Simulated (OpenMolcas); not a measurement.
A ladder of methods for CH6AlOSi (SMILES [CH3][Al][O][SiH3])

The species is CH6AlOSi (10 atoms), meant as a doublet with charge 0. As SMILES, `[CH3][Al][O][SiH3]`. The coordinates come from a PBE0-D4/def2-TZVP relaxation. This is one conformer, not always the lowest.

Each level gives the vertical energy of the quartet above the doublet (eV). The values are calculated.

```tsv
level	kind	program	value (eV)	less CCSD(T)/def2-SVP	CPU time (all runs)
UHF/def2-SVP	Hartree–Fock	OpenMolcas	5.16	-0.82	28 s
USVWN5/def2-SVP	LDA	OpenMolcas	5.74	-0.24	2.5 min
U-revPBE/def2-SVP	GGA	OpenMolcas	5.56	-0.42	5.3 min
UPBE/def2-SVP	GGA	OpenMolcas	5.60	-0.38	2.9 min
U-r2SCAN/def2-SVP	meta-GGA	OpenMolcas	5.61	-0.37	4.4 min
UBHLYP/def2-SVP	global hybrid	OpenMolcas	6.11	+0.13	2.8 min
UM06-2X/def2-SVP	hybrid meta-GGA	OpenMolcas	6.17	+0.19	3.8 min
ROCCSD(T)/def2-SVP	coupled cluster or CI	OpenMolcas	5.98	0.00	2.9 min
```

Differences are taken from ROCCSD(T)/def2-SVP for orientation; it has basis-set and higher-order errors of its own. The values span 5.16 to 6.17 eV. The upper state's dipole differs much between rows, so they may not all be the same state. CPU times are rough (shared hosts, several kinds of processor and program).
